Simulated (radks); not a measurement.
Problem. Species: B+. Configuration: [He] 2s0.5 2p1.5 (fractional occupations, a model configuration). All-electron calculation, scalar-relativistic Kohn-Sham, PBE, spin-polarised, spherical densities, point nucleus; open shells are filled with parallel spins first. Program: a radial shooting solver on a logarithmic mesh with Libxc functionals. Some entries of the table are withheld. Estimate them.

| orbital | occ. | eigenvalue (eV) | <r> (bohr) | <1/r> (bohr^-1) |
|---|---|---|---|---|
| 1s up | 1 | -193.9695 | (1) | (2) |
| 1s down | 1 | -192.9552 | (3) | (4) |
| 2s up | 0.5 | -20.8298 | 1.753 | 0.8169 |
| 2p up | 1.5 | -14.6019 | 1.800 | 0.7194 |

Solution. 
(1) 1s up <r> (bohr): 0.3294
(2) 1s up <1/r> (bohr^-1): 4.657
(3) 1s down <r> (bohr): 0.3282
(4) 1s down <1/r> (bohr^-1): 4.669
